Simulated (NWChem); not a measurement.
Species: C2H4GeO2; SMILES [GeH2]1[O]C(=C)[O]1

```xyz
9

C      0.0000     0.0000    -2.6039
C      0.0000     0.0000    -1.2611
O      0.0000     1.1174    -0.4371
Ge     0.0000     0.0000     1.0243
O      0.0000    -1.1174    -0.4371
H      0.0000    -0.9527    -3.1463
H      0.0000     0.9527    -3.1463
H     -1.3102     0.0000     1.8488
H      1.3102     0.0000     1.8488
```
Atoms are numbered in this order, from 1.

All runs: NWChem. Coordinates come from a PBE-D3(BJ)/def2-SVP optimisation.

### Question
What does the run give for TPSS/cc-pVTZ? Quantities: highest occupied level (eV); orbital gap (eV); dipole (D).

### Answer
```yaml
highest occupied level (eV): -4.95
orbital gap (eV): 2.80
dipole (D): 3.42
```
